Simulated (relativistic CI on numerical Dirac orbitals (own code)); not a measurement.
## Electric-dipole transitions in Kr6+

Calculated at this level of theory: Dirac-Coulomb-Breit CI, KLI orbitals optimised for each configuration, model QED (radiative potential, 1s self-energy scaled to tabulated hydrogen-like ionisation energies), valence Slater integrals scaled by 0.9, configuration energies shifted to the measured levels that pair with them (semi-empirical) (own radial code, finite nucleus).

Configuration list (outside the closed core [Ar]): 3d10 4s2, 3d10 4s 4p, 3d10 4p2, 3d10 4s 4d, 3d10 4s 5s, 3d10 4p 4d, 3d10 4s 5p, 3d10 4s 4f, 3d10 4s 5d, 3d10 4d2, 3d10 4f2, 3d10 4p 4f, 3d10 4p 5s, 3d10 4s 6s, 3d10 4s 6p, 3d10 4s 5f, 3d10 4s 5g, 3d10 4d 4f, 3d10 4s 6d, 3d9 4s 4p2, 3d10 4s 6f, 3d8 4s2 4p2, 3d9 4s2 4p, 3d10 4d 5s, 3d9 4s 4p 4d, 3d10 5s2, 3d8 4s2 4d2, 3d10 4f 5s, 3d9 4s 4p 4f. Levels of other configurations are missing.

| λ vac (Å) | Lower | Upper | A (s⁻¹) | gf | Branching (%) |
| --- | --- | --- | --- | --- | --- |
| 320.17 | 3d10 4s 4p 3P°_2 [4] | 3d10 4s 5s 3S_1 [15] | 1.51e+10 | 6.98e-01 | 56.1 |
| 429.99 | 3d10 4s 4p 3P°_0 [2] | 3d10 4s 4d 3D_1 [11] | 1.25e+10 | 1.04e+00 | 56.3 |
| 434.14 | 3d10 4s 4p 3P°_1 [3] | 3d10 4s 4d 3D_2 [12] | 1.64e+10 | 2.32e+00 | 75.9 |
| 434.95 | 3d10 4s 4p 3P°_1 [3] | 3d10 4s 4d 3D_1 [11] | 9.06e+09 | 7.71e-01 | 41.0 |
| 435.86 | 3d10 4p2 3P_1 [8] | 3d10 4p 4d 3D°_2 [30] | 8.72e+09 | 1.24e+00 | 25.9 |
| 437.34 | 3d10 4p2 3P_1 [8] | 3d10 4p 4d 3P°_1 [29] | 1.66e+10 | 1.43e+00 | 54.1 |
| 439.09 | 3d10 4p2 3P_0 [6] | 3d10 4p 4d 3D°_1 [26] | 2.34e+10 | 2.03e+00 | 72.9 |
| 443.38 | 3d10 4p2 1D_2 [7] | 3d10 4s 4f 1F°_3 [27] | 2.39e+10 | 4.93e+00 | 96.2 |
| 444.91 | 3d10 4s 4p 3P°_2 [4] | 3d10 4s 4d 3D_3 [13] | 2.07e+10 | 4.31e+00 | 100.0 |
| 446.24 | 3d10 4s 4p 3P°_2 [4] | 3d10 4s 4d 3D_2 [12] | 5.18e+09 | 7.73e-01 | 24.0 |
| 447.94 | 3d10 4p2 3P_1 [8] | 3d10 4p 4d 3P°_2 [25] | 1.89e+10 | 2.85e+00 | 68.3 |
| 450.82 | 3d10 4p2 3P_2 [9] | 3d10 4p 4d 3D°_3 [31] | 2.81e+10 | 5.99e+00 | 82.0 |
| 452.17 | 3d10 4p2 3P_2 [9] | 3d10 4p 4d 3D°_2 [30] | 1.43e+10 | 2.18e+00 | 42.3 |
| 465.16 | 3d10 4p2 1S_0 [10] | 3d10 4p 4d 1P°_1 [35] | 2.16e+10 | 2.10e+00 | 81.8 |
| 478.15 | 3d10 4p2 1D_2 [7] | 3d10 4p 4d 1D°_2 [20] | 1.15e+10 | 1.97e+00 | 74.8 |
| 481.84 | 3d10 4s 4p 1P°_1 [5] | 3d10 4s 4d 1D_2 [14] | 2.95e+10 | 5.13e+00 | 99.4 |
| 548.37 | 3d10 4s 4d 1D_2 [14] | 3d10 4p 4d 1F°_3 [36] | 3.39e+10 | 1.07e+01 | 81.7 |
| 554.57 | 3d10 4s 4d 3D_1 [11] | 3d10 4s 4f 3F°_2 [32] | 1.88e+10 | 4.34e+00 | 84.9 |
| 555.30 | 3d10 4s 4d 3D_2 [12] | 3d10 4s 4f 3F°_3 [33] | 2.01e+10 | 6.49e+00 | 89.8 |
| 556.46 | 3d10 4s 4d 3D_3 [13] | 3d10 4s 4f 3F°_4 [34] | 2.26e+10 | 9.44e+00 | 100.0 |
| 578.58 | 3d10 4s2 1S_0 [1] | 3d10 4s 4p 1P°_1 [5] | 1.17e+10 | 1.76e+00 | 100.0 |
| 617.29 | 3d10 4s 4p 3P°_0 [2] | 3d10 4p2 3P_1 [8] | 3.51e+09 | 6.01e-01 | 36.4 |
| 619.68 | 3d10 4s 4p 3P°_2 [4] | 3d10 4p2 3P_2 [9] | 5.51e+09 | 1.59e+00 | 70.6 |
| 631.17 | 3d10 4s 4d 3D_2 [12] | 3d10 4p 4d 3D°_2 [30] | 4.40e+09 | 1.31e+00 | 13.1 |
| 631.20 | 3d10 4s 4d 3D_3 [13] | 3d10 4p 4d 3D°_3 [31] | 3.75e+09 | 1.57e+00 | 11.0 |
| 659.71 | 3d10 4s 4d 3D_3 [13] | 3d10 4p 4d 3P°_2 [25] | 6.07e+09 | 1.98e+00 | 21.9 |
| 1169.6 | 3d10 4s 5p 3P°_1 [22] | 3d10 4s 5d 3D_2 [38] | 2.85e+09 | 2.92e+00 | 59.9 |
| 1175.6 | 3d10 4s 5p 1P°_1 [24] | 3d10 4s 5d 1D_2 [40] | 3.66e+09 | 3.79e+00 | 65.4 |
| 1199.0 | 3d10 4s 5p 3P°_2 [23] | 3d10 4s 5d 3D_3 [39] | 3.61e+09 | 5.45e+00 | 79.5 |
| 1755.6 | 3d10 4s 5s 3S_1 [15] | 3d10 4s 5p 3P°_2 [23] | 7.92e+08 | 1.83e+00 | 17.1 |

Terms are leading LS components. Brackets give the number of a level in order of energy, since labels repeat. The list gives strong lines, with weight on those to low levels, without configurations that were not tied to measured data, without lines whose two gauges differ by over a factor of 2.5, among the lowest 121 of 1003 levels, so that lines to higher ones, which can be the strongest, are missing. Levels whose partners in the same complex of configurations lie outside the list can be far off, and so can their lines. Rates are taken at the computed energies, electric ones in the length gauge.

Configurations whose levels could be paired with our table of measured levels were shifted onto them, all but the ground configuration, by the median error of their levels; single terms can still be off by 1,000 to 2,000 cm⁻¹ or more, and rates follow the energies as ν³ (E1, M1) or ν⁵ (E2). The others borrow a shift and can be off by several thousand cm⁻¹ or more. 26 of the 26 excited levels that our extract of the measured tables holds in this range could be paired (the sources list more); they are missed by 277 cm⁻¹ on average and 2003 at most, after the shifts were fitted to these levels, and levels without a partner can miss by more.

LS names give the leading component of a level, which can be under half, so a name can repeat, a term be missing and a line seem to break the LS rules.
